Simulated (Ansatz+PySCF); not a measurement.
Results of a calculation; reference values are marked as such.
A run of PySCF 2.14.0 on singlet Cu2 at this shape:

```xyz
2

Cu    0.0320   -0.0343   -1.0988
Cu   -0.0172    0.0427    1.1356
```

Its results:

| Quantity | Value |
| --- | --- |
| Converged | yes |
| Reference energy | -3277.39562 hartree |
| CCSD correlation energy | -0.68278 hartree |
| Triples correction | -0.03432 hartree |
| Total energy | -3278.11272 hartree |

**Question.** Which input gives this output? Name the method, the orbitals and the basis set, and write the input.

**Answer.** RHF-CCSD(T) in def2-SVP. An unrestricted run that stays on the closed shell gives the same numbers.

```python
from pyscf import gto, scf, cc

mol = gto.M(atom="""
Cu 0.031960 -0.034330 -1.098810
Cu -0.017180 0.042740 1.135600
""", basis='def2-svp', charge=0, spin=0)
mf = scf.RHF(mol)
mf.kernel()
mycc = cc.CCSD(mf, frozen=10).run()
et = mycc.ccsd_t()
print(mf.e_tot, mycc.e_corr, et, mycc.e_tot + et)
```
